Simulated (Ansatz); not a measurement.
One change: `O[Si](O)(O)Cl` becomes `O[SiH2]C[Si](O)(O)O`.

Ansatz, PBE0-D4/def2-TZVP geometries, multiplicity 1. Each molecule was computed in one conformer, which needn't be the lowest.

```json
{"property": "HOMO energy (ωB97M-V/def2-TZVPP) / eV", "`O[Si](O)(O)Cl`": "-11.46"}
{"property": "LUMO energy (PBE0/def2-TZVPP) / eV", "`O[Si](O)(O)Cl`": "0.39"}
{"property": "size of the dipole moment (B3LYP/def2-TZVPP) / D", "`O[Si](O)(O)Cl`": "0.63"}
{"property": "HOMO energy (PBE/def2-TZVPP) / eV", "`O[Si](O)(O)Cl`": "-7.57"}
{"property": "HOMO–LUMO gap (PBE0/def2-TZVPP) / eV", "`O[Si](O)(O)Cl`": "9.52"}
{"property": "HOMO energy (B3LYP/def2-TZVPP) / eV", "`O[Si](O)(O)Cl`": "-8.84"}
```

Give the same properties after the change, and the shifts. (Estimate.)

Ansatz gave: 
```csv
property,`O[SiH2]C[Si](O)(O)O`,shift
HOMO energy (ωB97M-V/def2-TZVPP) / eV,-10.68,0.78
LUMO energy (PBE0/def2-TZVPP) / eV,0.30,-0.09
size of the dipole moment (B3LYP/def2-TZVPP) / D,2.38,1.75
HOMO energy (PBE/def2-TZVPP) / eV,-6.85,0.72
HOMO–LUMO gap (PBE0/def2-TZVPP) / eV,8.66,-0.86
HOMO energy (B3LYP/def2-TZVPP) / eV,-8.13,0.71
```

With PBE0 the HOMO rises by 0.77 eV and the LUMO falls by 0.09 eV, so the gap narrows by about 0.86 eV. PBE moves the HOMO by 0.72 eV and ωB97M-V by 0.78 eV. Dipoles are sizes alone; their direction can turn.

B3LYP here is the variant with VWN-RPA as its local correlation; programs differ in this.
